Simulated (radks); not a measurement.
All-electron atom: Er XX in [Kr] 4d10 4f3. All-electron calculation, Dirac Kohn-Sham, exchange-only PBE, spin-unpolarised, spherical densities, finite nucleus; open shells fill j = l - 1/2 first; Fermi nuclear charge, rms radius 5.2516 fm. Program: a radial shooting solver on a logarithmic mesh with Libxc functionals.

Spin-orbit splittings of the eigenvalues, e(l+1/2) - e(l-1/2), with zeta = 2 splitting/(2l+1) and mean radii in bohr:

shell  occ.  splitting (eV)  zeta (eV)  <r> j=l-1/2  <r> j=l+1/2
2p        6               ?          ?      0.07148      0.07876
3p        6           192.9      128.6       0.2144       0.2280
3d       10           42.10      16.84       0.2010       0.2052
4p        6           47.78      31.85       0.4975       0.5236
4d       10           9.367      3.747       0.5329       0.5409
4f        3           1.976     0.5646       0.5473       0.5507

Estimate the 2p splitting.

Answer. 916.6 eV (zeta = 611.1 eV).
